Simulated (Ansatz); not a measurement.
C$_{6}$H$_{15}$B, charge -1, doublet, geometry from GFN2-xTB (a state made from the parent by changing its charge; the spin is typed, not shown lowest) (a gas-phase anion, which may not be bound at this level). Base run: SVWN5/STO-3G in Ansatz (a first-principles code).

Here is a job for Ansatz.
Ansatz 0.2 input:
```yaml
crystal:
  periodic: [false, false, false]
  atoms:
    - {symbol: B, position_ang: [-0.19978137, -0.26170281, -0.08144368]}
    - {symbol: C, position_ang: [0.98735513, 0.43979404, -0.96543347]}
    - {symbol: C, position_ang: [1.89190619, -0.54739139, -1.72856220]}
    - {symbol: H, position_ang: [1.65434692, 1.04917240, -0.33415062]}
    - {symbol: H, position_ang: [0.57458635, 1.12709762, -1.71980173]}
    - {symbol: H, position_ang: [1.29774661, -1.14502908, -2.42080795]}
    - {symbol: H, position_ang: [2.37706642, -1.23211878, -1.03268588]}
    - {symbol: H, position_ang: [2.67831123, -0.04343655, -2.30848115]}
    - {symbol: C, position_ang: [-1.71978599, 0.05363465, -0.58527780]}
    - {symbol: C, position_ang: [-2.19850390, 1.49923033, -0.31907725]}
    - {symbol: H, position_ang: [-2.45331234, -0.61083677, -0.10260282]}
    - {symbol: H, position_ang: [-1.82698516, -0.11985892, -1.66651244]}
    - {symbol: H, position_ang: [-1.53619505, 2.20851611, -0.81452781]}
    - {symbol: H, position_ang: [-2.17200957, 1.70806842, 0.74972602]}
    - {symbol: H, position_ang: [-3.22205742, 1.68573466, -0.67607508]}
    - {symbol: C, position_ang: [0.01094867, -0.19021484, 1.54064112]}
    - {symbol: C, position_ang: [1.06543758, -1.16737008, 2.08239078]}
    - {symbol: H, position_ang: [-0.93188535, -0.40343435, 2.06420289]}
    - {symbol: H, position_ang: [0.32048244, 0.81657722, 1.88459293]}
    - {symbol: H, position_ang: [2.03108834, -0.96853106, 1.61847153]}
    - {symbol: H, position_ang: [0.78850969, -2.19579978, 1.84644326]}
    - {symbol: H, position_ang: [1.19506770, -1.09370347, 3.17134023]}
basis:
  gaussian:
    orbitals: STO-3G
hamiltonian:
  xc: {name: SVWN5}
total_charge: -1
magnetization: {spin_polarized: true, initial_magnetization: 1}
```

Variants of this job, named by their change:

```tsv
change	E (Eh)	SCF-reference <S^2>
base	-256.65604	0.752
functional = pbe; dispersion = d3bjatm	-258.87152	0.753
functional = hse06	-258.92958	0.753
functional = wB97X-V	-259.21543	0.752
functional = b3lyp; dispersion = d3bjatm	-259.28914	0.752
functional = lc_wpbe	-259.11902	0.754
functional = b3lyp5	-259.05269	0.753
functional = revpbe	-259.18146	0.753
functional = PBE0-DH	-258.86755	0.754
functional = b3lyp; dispersion = d4	-259.28913	0.752
functional = PBE-QIDH	-258.63351	0.755
functional = B97M-V	-259.28264	0.754
functional = blyp; dispersion = d4	-259.06485	0.752
```

Totals shift with the method and basis; they matter in differences.

A gas-phase anion may not be bound at this level; its values then depend on the basis.
